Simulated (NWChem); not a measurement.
System: C5H5N; SMILES C=C1C=CC=N1

The following NWChem deck was run.

```
start job
memory heap 200 mb stack 900 mb global 1100 mb
geometry units angstroms
  C      0.013905    -2.067402     0.000000
  C      0.012686    -0.723510     0.000000
  C      1.168605     0.184808     0.000000
  C      0.657601     1.438117     0.000000
  C     -0.804427     1.272986     0.000000
  N     -1.191002     0.031672     0.000000
  H      0.939333    -2.635282     0.000000
  H     -0.922882    -2.615105     0.000000
  H      2.207532    -0.120254     0.000000
  H      1.192492     2.380109     0.000000
  H     -1.526185     2.086628     0.000000
end
basis spherical
  * library 3-21g
end
dft
  xc b3lyp
  iterations 150
end
driver
  maxiter 120
end
task dft optimize
task dft freq
```

The level has its own optimisation; frequencies are unscaled. Brackets give each atom's bonded neighbours.

Problem. What results follow from this input? (B3LYP/3-21G.) Quantities: r C–C [C(CCN)–C(CHH)] (Å); r C–H [C(CHH)–H(C)] (Å); r C–C [C(CCH)–C(CCN)] (Å); r C–N [C(CCN)–N(CC)] (Å); highest harmonic frequency (cm⁻¹); lowest (cm⁻¹); zero-point energy (kcal/mol); dipole (D).

Solution. 
| Quantity | Value |
|---|---|
| r C–C [C(CCN)–C(CHH)] (Å) | 1.337 |
| r C–H [C(CHH)–H(C)] (Å) | 1.083 |
| r C–C [C(CCH)–C(CCN)] (Å) | 1.479 |
| r C–N [C(CCN)–N(CC)] (Å) | 1.456 |
| highest harmonic frequency (cm⁻¹) | 3283 |
| lowest (cm⁻¹) | 219 |
| zero-point energy (kcal/mol) | 54.5 |
| dipole (D) | 1.97 |
